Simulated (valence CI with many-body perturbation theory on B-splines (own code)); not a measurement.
**Ru38+: calculated level list**

Calculated by configuration interaction combined with many-body perturbation theory (CI+MBPT): four valence electrons over a frozen Dirac-Fock core [He], a basis of 9 s, 9 p, 8 d, 6 f, 3 g, 1 h functions for each j, with the one-electron correlation potential Σ1, the two-electron term Σ2, the three-electron term Σ3, Breit, model QED; selected CI, second order for the rest, scaled by the run's own slope (own B-spline code, finite nucleus).

No measured spectrum was set against this ion. As an estimate, large intervals hold to a few tenths of a per cent, small ones and those within an open d or f shell to about a per cent. Among the levels kept, up to 990 cm⁻¹ of a level comes from second order outside the variational space, and about a tenth of that is noise between levels of different J, which matters for small intervals.

Levels 1 to 45 of 52, with energies above the lowest level, (2s^2 2p1/2^2) J=0. "Leading %" is the weight of the configuration and term that name the level; weights of strongly mixed levels are sums over their largest components and can fall short, so below about 35 % the name and the second component can differ from the true leading terms, or belong to a minority configuration. In the jj column 3d3/2^4 stands for four electrons in 3d with j = 3/2. Lifetimes count E1, E2, E3, M1 and M2 decay at the calculated energies, and are blank where another channel may lead or the interval is too uncertain; long ones can be off by a factor of two.

```tsv
No.	Configuration	Term	J	E (eV)	Leading %	Leading jj	Second component	Lifetime
1	2s2.2p2	3P	0	0.0	74	2s^2 2p1/2^2 (99 %)	26 % 2s2.2p2 1S	
2	2s2.2p2	3P	1	128.9	100	2s^2 2p1/2 2p3/2 (100 %)		67.4 ns
3	2s2.2p2	1D	2	141.9	59	2s^2 2p1/2 2p3/2 (99 %)	41 % 2s2.2p2 3P	65.5 μs
4	2s.2p3	5S°	2	265.0	49	2s 2p1/2^2 2p3/2 (91 %)	37 % 2s.2p3 3P°	153 ps
5	2s2.2p2	3P	2	280.0	58	2s^2 2p3/2^2 (98 %)	41 % 2s2.2p2 1D	35.8 ns
6	2s2.2p2	1S	0	310.8	73	2s^2 2p3/2^2 (98 %)	26 % 2s2.2p2 3P	22.8 ns
7	2s.2p3	3D°	1	315.2	44	2s 2p1/2^2 2p3/2 (94 %)	23 % 2s.2p3 3P°	4.86 ps
8	2s.2p3	3D°	2	389.1	53	2s 2p1/2 2p3/2^2 (93 %)	38 % 2s.2p3 5S°	19.9 ps
9	2s.2p3	3D°	3	415.5	100	2s 2p1/2 2p3/2^2 (100 %)		22.5 ps
10	2s.2p3	3P°	0	443.2	100	2s 2p1/2 2p3/2^2 (100 %)		5.55 ps
11	2s.2p3	3D°	1	453.3	36	2s 2p1/2 2p3/2^2 (96 %)	32 % 2s.2p3 3S°	3.28 ps
12	2s.2p3	1D°	2	463.0	66	2s 2p1/2 2p3/2^2 (93 %)	22 % 2s.2p3 3D°	3.12 ps
13	2s.2p3	3P°	1	468.7	38	2s 2p1/2 2p3/2^2 (95 %)	30 % 2s.2p3 1P°	2.81 ps
14	2s.2p3	3P°	2	576.8	50	2s 2p3/2^3 (93 %)	28 % 2s.2p3 1D°	5.08 ps
15	2p4	3P	2	616.2	72	2p1/2^2 2p3/2^2 (98 %)	26 % 2p4 1D	2.97 ps
16	2s.2p3	1P°	1	620.5	48	2s 2p3/2^3 (95 %)	28 % 2s.2p3 3S°	1.93 ps
17	2p4	1S	0	650.1	55	2p1/2^2 2p3/2^2 (97 %)	44 % 2p4 3P	2.32 ps
18	2p4	3P	1	752.2	100	2p1/2 2p3/2^3 (100 %)		1.92 ps
19	2p4	1D	2	766.4	73	2p1/2 2p3/2^3 (99 %)	27 % 2p4 3P	2.23 ps
20	2p4	3P	0	920.7	55	2p3/2^4 (98 %)	44 % 2p4 1S	1.49 ps
21	2s2.2p.3s	3P°	0	3172.7	98	2s^2 2p1/2 3s (98 %)		49.0 fs
22	2s2.2p.3s	3P°	1	3174.9	68	2s^2 2p1/2 3s (99 %)	31 % 2s2.2p.3s 1P°	38.3 fs
23	2s2.2p.3p	3D	1	3215.9	72	2s^2 2p1/2 3p1/2 (99 %)	23 % 2s2.2p.3p 1P	3.35 ps
24	2s2.2p.3p	3P	0	3237.7	71	2s^2 2p1/2 3p1/2 (97 %)	27 % 2s2.2p.3p 1S	806 fs
25	2s2.2p.3p	3P	1	3262.6	41	2s^2 2p1/2 3p3/2 (90 %)	28 % 2s2.2p.3p 3S	404 fs
26	2s2.2p.3p	3D	2	3266.5	58	2s^2 2p1/2 3p3/2 (98 %)	26 % 2s2.2p.3p 1D	2.06 ps
27	2s.2p2.3s	5P	1	3298.6	57	2s 2p1/2^2 3s (84 %)	20 % 2s.2p2.3s 3S	58.1 fs
28	2s2.2p.3d	3F°	2	3303.6	74	2s^2 2p1/2 3d3/2 (99 %)	20 % 2s2.2p.3d 1D°	33.4 fs
29	2s.2p2.3s	3P	0	3314.8	76	2s 2p1/2^2 3s (92 %)	22 % 2s.2p2.3s 1S	51.5 fs
30	2s2.2p.3s	3P°	2	3316.2	75	2s^2 2p3/2 3s (75 %)	11 % 2s2.2p.3d 3P°	12.8 fs
31	2s2.2p.3d	3D°	1	3318.2	51	2s^2 2p1/2 3d3/2 (94 %)	27 % 2s2.2p.3d 1P°	3.89 fs
32	2s2.2p.3s	1P°	1	3323.1	67	2s^2 2p3/2 3s (97 %)	30 % 2s2.2p.3s 3P°	32.0 fs
33	2s2.2p.3d	3F°	3	3325.3	52	2s^2 2p1/2 3d5/2 (98 %)	26 % 2s2.2p.3d 1F°	6.91 fs
34	2s2.2p.3d	3P°	2	3325.8	34	2s^2 2p1/2 3d5/2 (76 %)	27 % 2s2.2p.3d 3D°	9.12 fs
35	2s.2p2.3p	5D°	0	3341.3	59	2s 2p1/2^2 3p1/2 (92 %)	37 % 2s.2p2.3p 3P°	379 fs
36	2s.2p2.3p	5D°	1	3343.3	31	2s 2p1/2^2 3p1/2 (87 %)	28 % 2s.2p2.3p 3P°	74.7 fs
37	2s2.2p.3p	3P	1	3369.6	52	2s^2 2p3/2 3p1/2 (94 %)	21 % 2s2.2p.3p 3S	787 fs
38	2s2.2p.3p	3D	2	3372.3	39	2s^2 2p3/2 3p1/2 (94 %)	31 % 2s2.2p.3p 1D	1.20 ps
39	2s.2p2.3p	5P°	2	3388.7	28	2s 2p1/2^2 3p3/2 (90 %)	26 % 2s.2p2.3p 5D°	322 fs
40	2s.2p2.3p	3D°	1	3393.2	41	2s 2p1/2^2 3p3/2 (91 %)	17 % 2s.2p2.3p 1P°	14.8 fs
41	2s2.2p.3p	3D	3	3401.7	91	2s^2 2p3/2 3p3/2 (91 %)	5 % 2s.2p2.3s 3D	1.10 ps
42	2s2.2p.3p	1P	1	3403.0	47	2s^2 2p3/2 3p3/2 (95 %)	42 % 2s2.2p.3p 3S	1.11 ps
43	2s.2p2.3s	5P	2	3405.2	83	2s 2p1/2 2p3/2 3s (92 %)	5 % 2s.2p2.3s 3P	59.4 fs
44	2s2.2p.3p	3P	2	3418.7	51	2s^2 2p3/2 3p3/2 (85 %)	36 % 2s2.2p.3p 1D	270 fs
45	2s.2p2.3s	3P	1	3422.9	72	2s 2p1/2 2p3/2 3s (93 %)	15 % 2s.2p2.3s 5P	36.4 fs
```

The ionisation energy to 2s2.2p 2P°_1/2 of the next ion comes out as 5656.5 eV (NIST: 5647 ± 6 eV (semi-empirical)). All 52 levels together are meant to be complete up to 3450.9 eV.
